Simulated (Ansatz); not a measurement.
```yaml
crystal:
  periodic: [false, false, false]
  atoms:
    - {symbol: C, position_ang: [-0.016479, 0.889113, -0.258997]}
    - {symbol: S, position_ang: [-0.508835, 0.251258, 0.491917]}
    - {symbol: Ge, position_ang: [0.368741, -0.929545, 0.398042]}
    - {symbol: F, position_ang: [-0.056784, -1.761904, 0.949731]}
    - {symbol: H, position_ang: [0.216189, 0.779410, -0.748745]}
    - {symbol: H, position_ang: [-0.651052, 1.227691, -0.239093]}
    - {symbol: H, position_ang: [0.451115, 1.400743, -0.008329]}
    - {symbol: H, position_ang: [0.408933, -1.363440, -0.774772]}
basis:
  gaussian: {orbitals: cc-pVDZ, point_charges: [{charge: 2.00, position_ang: [5.336, 0.100, -0.470]}]}
magnetization: {spin_polarized: true, initial_magnetization: 1}
hamiltonian: {xc: {name: revPBE0}}
output: {forces: true}
```

```sh
$ ansatz run in.yaml --threads 2 --pin off --events-out ev --progress --plain --max-ram 22528MiB --backend cpu
```

It prints (some lines left out):

```
Functional definition: revPBE0
956 factors; integrals over basis functions are off by at most 4.1e-4 eV
mean field evaluation 1: about -71051.4117 eV, gradient 6.9e1 eV
mean field evaluation 2: about -71050.0026 eV, gradient 6.8e1 eV
mean field evaluation 4: about -71068.1485 eV, gradient 3.6e0 eV
mean field evaluation 8: about -71068.4362 eV, gradient 1.5e-1 eV
mean field evaluation 16: about -71068.4363 eV, gradient 2.2e-4 eV
mean field -71068.43630633 eV, -2611.7168623414 hartree, gradient 4.5e-5 eV, S^2 0.753034; 0 other end points of the search recorded, 0 dependent functions left out
reference -71068.43633549 eV, -2611.7168634129 hartree; 34, 33 occupied and 59, 60 virtual orbitals, 956 factors
Total energy: -71068.43633549 eV, -2611.7168634129 hartree
Atom 0 at    -0.016479     0.889113    -0.258997 Å, force     3.827465    47.870334    21.727123 eV/Å
Atom 1 at    -0.508835     0.251258     0.491917 Å, force   -79.096869   -15.290798    78.218693 eV/Å
Atom 2 at     0.368741    -0.929545     0.398042 Å, force    95.804836    67.886053   -71.404009 eV/Å
Atom 3 at    -0.056784    -1.761904     0.949731 Å, force   -59.657069  -125.419449    82.116581 eV/Å
Atom 4 at     0.216189     0.779410    -0.748745 Å, force    47.033275   -23.897044  -103.872198 eV/Å
Atom 5 at    -0.651052     1.227691    -0.239093 Å, force   -32.182611    25.887130    -7.780453 eV/Å
Atom 6 at     0.451115     1.400743    -0.008329 Å, force    23.023498    26.029388    11.893047 eV/Å
Atom 7 at     0.408933    -1.363440    -0.774772 Å, force     1.541790    -2.910652   -10.988034 eV/Å
Dipole moment:    -0.485439     0.493322    -0.151925 e Å
```

In this input the geometry is squeezed to about two thirds of its size. The run converged. The result belongs to that input, not to the molecule as meant.
